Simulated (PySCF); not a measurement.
Species: C4H8F2Si.
Z-matrix (Å and degrees, PBE0-D3(BJ)/def2-SVP geometry), rows numbered from 1:
```
F 
C   1  1.3756
C   2  1.5247  1  111.32
Si  3  1.8981  2  103.63  1  -159.86
C   4  1.9275  3   94.15  2    13.31
F   5  1.3798  4  114.60  3   134.96
C   2  1.5240  1  110.17  3  -121.23
H   2  1.1070  1  106.88  3   119.83
H   3  1.1033  2  107.77  1   -44.96
H   3  1.0991  2  112.61  1    73.52
H   4  1.4910  3  113.09  2   129.62
H   4  1.4936  3  114.10  2  -103.98
H   5  1.1061  4  110.01  3  -103.67
H   7  1.1009  2  111.59  1   -60.72
H   7  1.1038  2  108.13  1    57.38
```

All values: CAM-B3LYP/def2-SVPD (PySCF, non-relativistic), on one gas-phase PBE0-D3(BJ)/def2-SVP geometry that isn't relaxed in the solvent. The solvent is an IEF-PCM continuum (cavity from Bondi-type radii × 1.2), and excitations are vertical TDDFT with non-equilibrium linear response and a frozen core. The model holds no explicit solvent molecules, cavitation or dispersion.

Gas-phase singlets (H = HOMO, L = LUMO):

| state | E (eV) | λ (nm) | f | leading configurations |
| --- | --- | --- | --- | --- |
| S1 | 7.343 | 169 | 0.020 | H→L 37%, H→L+1 29% |
| S2 | 7.685 | 161 | 0.011 | H→L+1 57%, H→L 33% |
| S3 | 8.003 | 155 | 0.066 | H→L+2 50%, H→L 13% |
| S4 | 8.350 | 148 | 0.043 | H-1→L 39%, H-1→L+1 26% |
| S5 | 8.450 | 147 | 0.006 | H-1→L+1 33%, H-1→L+2 30% |

Task: Give the list for chloroform (ε = 4.711), n² = 2.09.

Result: 
```json
{"state": "S1", "E (eV)": "7.331", "λ (nm)": "169", "f": "0.030", "leading configurations": "H→L 66%, H→L+2 16%", "change by rank (eV)": "-0.012"}
{"state": "S2", "E (eV)": "7.786", "λ (nm)": "159", "f": "0.014", "leading configurations": "H→L+1 79%", "change by rank (eV)": "+0.101"}
{"state": "S3", "E (eV)": "8.024", "λ (nm)": "155", "f": "0.094", "leading configurations": "H→L+2 64%, H→L 18%", "change by rank (eV)": "+0.021"}
{"state": "S4", "E (eV)": "8.325", "λ (nm)": "149", "f": "0.066", "leading configurations": "H-1→L 57%, H-2→L 15%", "change by rank (eV)": "-0.025"}
{"state": "S5", "E (eV)": "8.489", "λ (nm)": "146", "f": "0.022", "leading configurations": "H-2→L 40%, H-1→L+2 17%", "change by rank (eV)": "+0.039"}
```

Task: The ground-state energy changes by -0.158 eV from gas to chloroform. By how much does the total energy of gas-phase S2 change?

Result: E(S2) = E(S0) + excitation energy, so it changes by -0.158 + 0.101 = -0.057 eV: it is lowered less than the ground state, which is what a blue shift means. This is the vertical state, with the slow part of the continuum still set for S0.

Task: How do the frontier levels move from gas to chloroform?

Result: 
```
orbital  gas (eV)  solvent (eV)  change (eV)                    Löwdin shares, gas                Löwdin shares, solvent
 LUMO+2      1.56          1.77        +0.21    Si4 35 %, H12 10 %, C3 8 %, C5 8 %   Si4 26 %, H11 10 %, F1 10 %, C3 8 %
 LUMO+1      1.09          1.32        +0.23  Si4 27 %, C5 14 %, H13 11 %, H12 9 %    Si4 29 %, C5 9 %, H13 8 %, H12 8 %
   LUMO      0.99          1.22        +0.23   Si4 29 %, C3 11 %, H12 9 %, H11 8 %  Si4 26 %, C3 10 %, H11 10 %, C5 10 %
   HOMO     -9.72         -9.55        +0.17    C5 28 %, F6 21 %, Si4 20 %, C3 9 %    C5 29 %, Si4 20 %, F6 19 %, C3 9 %
 HOMO-1    -10.55        -10.36        +0.19   C3 24 %, Si4 18 %, F1 16 %, H12 8 %   C3 24 %, Si4 19 %, F1 14 %, H12 9 %
 HOMO-2    -10.76        -10.57        +0.19   F1 15 %, C2 13 %, C7 11 %, Si4 10 %   Si4 12 %, C2 12 %, F1 12 %, C7 10 %
 HOMO-3    -11.29        -11.10        +0.19  Si4 18 %, F1 14 %, H12 14 %, C7 12 %   C7 15 %, F1 15 %, C2 14 %, Si4 14 %
```

The HOMO–LUMO gap goes from 10.71 to 10.76 eV. Rows go by rank; for LUMO+2 the atom shares or the degeneracy differ between the runs, so the row needn't follow one orbital.
